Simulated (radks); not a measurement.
Ta3.5+, 69.5 electrons, occupied as [Xe] 4f14 5d0.5 6s1 (fractional occupations, a model configuration).

Method: Dirac Kohn-Sham, PBE, spin-unpolarised, spherical densities, finite nucleus; open shells are shared between the two j in proportion to 2j + 1; Fermi nuclear charge, rms radius 5.3507 fm; computed with a radial shooting solver on a logarithmic mesh with Libxc functionals.

Energy parts (eV):
part                       energy
total                  -425073.21
kinetic                 476983.14
electron-nucleus      -1057341.72
Hartree                 163888.13
exchange-correlation     -8602.76

Orbitals (lengths in bohr, moments of r in powers of bohr; r(max) is where P^2 peaks; r(90%) holds 90 % of the orbital's charge):
orbital,occ.,eigenvalue (eV),r(90%),<r^2>,r(max),<r>
1s1/2,2,-67292.98,0.0340,0.0004789,0.01168,0.01867
2s1/2,2,-11586.82,0.122,0.007318,0.06705,0.07835
2p1/2,2,-11077.26,0.108,0.005233,0.04993,0.06487
2p3/2,4,-9807.120,0.118,0.006436,0.05666,0.07271
3s1/2,2,-2683.974,0.300,0.04786,0.1889,0.2043
3p1/2,2,-2457.033,0.292,0.04397,0.1770,0.1942
3p3/2,4,-2183.582,0.312,0.05059,0.1908,0.2088
3d3/2,4,-1799.703,0.285,0.03932,0.1497,0.1829
3d5/2,6,-1740.135,0.291,0.04114,0.1535,0.1874
4s1/2,2,-577.9530,0.659,0.2378,0.4294,0.4587
4p1/2,2,-484.3092,0.676,0.2459,0.4295,0.4645
4p3/2,4,-421.3708,0.724,0.2818,0.4587,0.4976
4d3/2,4,-267.3469,0.776,0.3096,0.4564,0.5165
4d5/2,6,-255.7859,0.793,0.3234,0.4657,0.5280
5s1/2,2,-111.0414,1.56,1.335,0.9872,1.091
5p1/2,2,-83.4823,1.74,1.616,1.060,1.196
5p3/2,4,-74.2971,1.87,1.878,1.141,1.290
4f5/2,6,-64.3712,1.05,0.4998,0.4388,0.6293
4f7/2,8,-62.3802,1.07,0.5168,0.4439,0.6395
5d3/2,0.2,-37.9709,2.59,3.408,1.435,1.722
5d5/2,0.3,-37.0316,2.65,3.565,1.469,1.762
6s1/2,1,-33.3652,3.64,7.329,2.369,2.566

The highest occupied level is 6s1/2 at -33.365 eV. Summed over all electrons, <r^2> = 35.74 bohr^2, which gives a Langevin (diamagnetic) susceptibility term of -28.3 x 10^-6 cm^3/mol. The electron density at the nucleus is 1.313e+06 e/bohr^3.
